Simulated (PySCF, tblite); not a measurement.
Isomers of C6H12FNSi2. Level: GFN2-xTB in tblite, geometry and Hessian alike; calculated harmonic values, unscaled, isolated species. Against measured fundamentals such values can be off by several per cent, at times by over 20. Modes of hydrogen on silicon can be 10 to 20 % off. One conformer each.

Electronic energies: PBE0/pcSseg-1 single points on the GFN2-xTB geometries (PySCF, gas phase).

| SMILES | electronic energy, lowest = 0 (kcal/mol) |
| --- | --- |
| C=C(C)[Si@@H](C#N)C[C@@H](F)[SiH3] | 12.8 |
| C=C[C@@H]1C=C(N([SiH3])[SiH3])[C@@H]1F | 25.3 |
| C=CCC1=C(F)[C@H]1N([SiH3])[SiH3] | 58.6 |
| C=C(F)C[Si@](C)([SiH3])CC#N | 0.0 |

**Question.** How do GFN2-xTB zero-point energies change the relative energies?

**Answer.** 
| SMILES | ZPE (kcal/mol) | of it from modes above 1550 cm⁻¹ | electronic (kcal/mol) | with ZPE, lowest = 0 (kcal/mol) | lowest mode (cm⁻¹) | rings |
| --- | --- | --- | --- | --- | --- | --- |
| C=C(F)C[Si@](C)([SiH3])CC#N | 99.0 | 54.6 | 0.0 | 0.0 | 26 | 0 |
| C=C(C)[Si@@H](C#N)C[C@@H](F)[SiH3] | 98.3 | 53.3 | 12.8 | 12.1 | 11 | 0 |
| C=C[C@@H]1C=C(N([SiH3])[SiH3])[C@@H]1F | 96.7 | 50.5 | 25.3 | 23.0 | 33 | 1 |
| C=CCC1=C(F)[C@H]1N([SiH3])[SiH3] | 95.8 | 50.5 | 58.6 | 55.3 | 11 | 1 |

The zero-point energies span 3.2 kcal/mol, from `C=CCC1=C(F)[C@H]1N([SiH3])[SiH3]` to `C=C(F)C[Si@](C)([SiH3])CC#N`. The order is unchanged.

**Question.** And how do the electronic energies of GFN2-xTB itself compare?

**Answer.** `C=C(F)C[Si@](C)([SiH3])CC#N` 45.0; `C=C(C)[Si@@H](C#N)C[C@@H](F)[SiH3]` 52.0; `C=C[C@@H]1C=C(N([SiH3])[SiH3])[C@@H]1F` 0.0; `C=CCC1=C(F)[C@H]1N([SiH3])[SiH3]` 34.1 kcal/mol, lowest = 0. Against the energies above, taken from the same isomer `C=C(F)C[Si@](C)([SiH3])CC#N`, the largest difference is 70.3 kcal/mol.
